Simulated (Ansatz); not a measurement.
The cluster ZnCu₃: single points at one geometry.

```yaml
crystal:
  periodic: [false, false, false]
  atoms:
    - {symbol: Cu, position_ang: [-1.114067, 0.221815, 0.469104]}
    - {symbol: Cu, position_ang: [1.115576, -0.269943, -0.439145]}
    - {symbol: Cu, position_ang: [0.048507, -1.728818, 1.054949]}
    - {symbol: Zn, position_ang: [-0.050006, 1.776946, -1.084897]}
basis:
  gaussian: {orbitals: def2-TZVP, initial_orbitals: start.molden}
magnetization: {spin_polarized: true, initial_magnetization: 1}
hamiltonian: {xc: pbe}
correlation: {method: rpa, frozen_orbitals: {Cu: 9, Zn: 9}}
scf: {omitted_lower_state_checks: [starts]}
```

The file start.molden holds the orbitals of an earlier run on this structure, at another level or in another basis.

```sh
$ ansatz run in.yaml --threads 4 --pin off --events-out ev --progress --plain --max-ram 8704MiB
```

It prints (some lines left out):

```
Functional definition: PBE
1828 factors; integrals over basis functions are off by at most 3.9e-4 eV
mean field evaluation 1: about -182316.7789 eV, gradient 1.1e1 eV
mean field evaluation 2: about -182317.1567 eV, gradient 5.5e-1 eV
mean field evaluation 4: about -182317.1599 eV, gradient 3.8e-2 eV
mean field evaluation 8: about -182317.1599 eV, gradient 1.9e-6 eV
mean field -182317.15986739 eV, -6700.0320461172 hartree, gradient 1.9e-6 eV, S^2 0.754812; 0 other end points of the search recorded, 0 dependent functions left out
36 core orbitals not correlated: weight in the atoms' cores, before any rotation towards them, 1.000 or more for the frozen orbitals, at most 0.000 for the correlated occupied ones
reference -182163.91882676 eV, -6694.4005417445 hartree; 23, 22 occupied and 124, 125 virtual orbitals, 1828 factors
Total energy: -182222.26879708 eV, -6696.5448636028 hartree
Checks for a lower state left out: starts
```

Run time 13 s (4 threads of Intel Xeon on a shared host), peak host memory 0.66 GiB.

The first input with `hamiltonian: {xc: {name: wB97X-V}}`, `output: {orbitals: {seedname: orbitals}}` and without the key `correlation` (abridged; 21 s):

```
Functional definition: wB97X-V
mean field -182324.90953849 eV, -6700.3168412773 hartree, gradient 4.1e-5 eV, S^2 0.763498
Total energy: -182324.90953850 eV, -6700.3168412776 hartree
Checks for a lower state left out: starts
```

First input, but with `hamiltonian: {xc: {name: B2PLYP}}`, `correlation: {frozen_orbitals: {Cu: 9, Zn: 9}}` (abridged; 12 s):

```
Functional definition: B2PLYP
mean field -182294.70136015 eV, -6699.2067111990 hartree, gradient 2.0e-6 eV, S^2 0.763452
36 core orbitals not correlated: weight in the atoms' cores, before any rotation towards them, 1.000 or more for the frozen orbitals, at most 0.000 for the correlated occupied ones
second order -58.53588070 eV of doubles, -0.00000000 eV of singles
Total energy: -182310.50618245 eV, -6699.7875277058 hartree
Checks for a lower state left out: starts
```

First input, but with `gaussian: {orbitals: def2-SVP, initial_orbitals: start.molden}`, `hamiltonian: {xc: pbe0, dispersion: d4}`, `output: {orbitals: {seedname: orbitals}}` and without the key `correlation` (abridged; 5 s):

```
Functional definition: PBE0
mean field -182289.77987862 eV, -6699.0258500885 hartree, gradient 6.4e-5 eV, S^2 0.757618
Total energy: -182289.91347478 eV, -6699.0307596571 hartree
Checks for a lower state left out: starts
```

As the first input, with `hamiltonian: {xc: {name: LC-wPBE}}`, `output: {orbitals: {seedname: orbitals}}` and without the key `correlation` (abridged; 13 s):

```
Functional definition: LC-wPBE
mean field -182318.96638127 eV, -6700.0984342776 hartree, gradient 4.3e-5 eV, S^2 0.784483
Total energy: -182318.96638127 eV, -6700.0984342779 hartree
Checks for a lower state left out: starts
```

As the first input, with `gaussian: {orbitals: def2-TZVPD, initial_orbitals: start.molden}`, `hamiltonian: {xc: pbe, dispersion: d4}`, `output: {orbitals: {seedname: orbitals}}` and without the key `correlation` (abridged; 4.2 s):

```
Functional definition: PBE
mean field -182317.17765916 eV, -6700.0326999527 hartree, gradient 8.1e-5 eV, S^2 0.754845
Total energy: -182317.33479899 eV, -6700.0384747349 hartree
Checks for a lower state left out: starts
```

The first input with `gaussian: {orbitals: 6-31G, initial_orbitals: start.molden}`, `hamiltonian: {xc: hf}`, `output: {orbitals: {seedname: orbitals}}` and without the key `correlation` (abridged; 4.5 s):

```
Functional definition: HF
mean field -182134.84644827 eV, -6693.3321515409 hartree, gradient 2.7e-5 eV, S^2 0.827496
Total energy: -182134.84644827 eV, -6693.3321515409 hartree
Checks for a lower state left out: starts
```

Geometry: B3LYP-D4/def2-SVP.

The 6-31G sets use Cartesian d functions. LC-ωPBE has ω = 0.4 bohr⁻¹. Correlated methods freeze 36 core orbitals. The structure comes from a short search, and lower isomers may exist.
